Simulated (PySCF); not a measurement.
BI2, SMILES I[B+]I, charge +1.

Geometry: B3LYP-D3(BJ)/def2-TZVP. The def2 effective core potentials stand for the cores of I; spin–orbit coupling is left out.

Computed with PySCF 2.14.0 with TDA-M06-2X/def2-SVPD.

Vertical excitations; the highest root listed may be one member of a degenerate set. The molecule is in vacuum. State labels are in the subgroup D2h.

```
state  symmetry  energy (eV)  λ (nm)      f                                              main pairs
-----  --------  -----------  ------  -----  ------------------------------------------------------
S1           Au         4.27     290  0.000                      HOMO−1→LUMO 50 %, HOMO→LUMO+1 50 %
S2           Au         4.56     272  0.000               HOMO→LUMO+1, HOMO−1→LUMO (degenerate set)
S3          B1u         4.57     272  0.000               HOMO−1→LUMO+1, HOMO→LUMO (degenerate set)
S4          B1g         5.21     238  0.000                    HOMO−2→LUMO 50 %, HOMO−3→LUMO+1 50 %
S5          B1g         5.62     221  0.000             HOMO−3→LUMO+1, HOMO−2→LUMO (degenerate set)
S6           Ag         5.62     221  0.000             HOMO−3→LUMO, HOMO−2→LUMO+1 (degenerate set)
S7          B2g         6.24     199  0.000                          HOMO−1→LUMO+2 (degenerate set)
S8          B3g         6.24     199  0.000                            HOMO→LUMO+2 (degenerate set)
S9          B1u         6.37     194  0.941  HOMO→LUMO 41 %, HOMO−1→LUMO+1 41 %, HOMO−4→LUMO+2 15 %
S10         B2g         7.14     174  0.000                                      HOMO−4→LUMO+1 98 %
T1          B1u         4.06     306      0                      HOMO−1→LUMO+1 50 %, HOMO→LUMO 50 %
T2           Au         4.27     290      0                      HOMO−1→LUMO 50 %, HOMO→LUMO+1 50 %
T3           Au         4.27     290      0               HOMO→LUMO+1, HOMO−1→LUMO (degenerate set)
T4          B1u         4.27     290      0               HOMO→LUMO, HOMO−1→LUMO+1 (degenerate set)
```
Triplets are in the Tamm–Dancoff approximation.
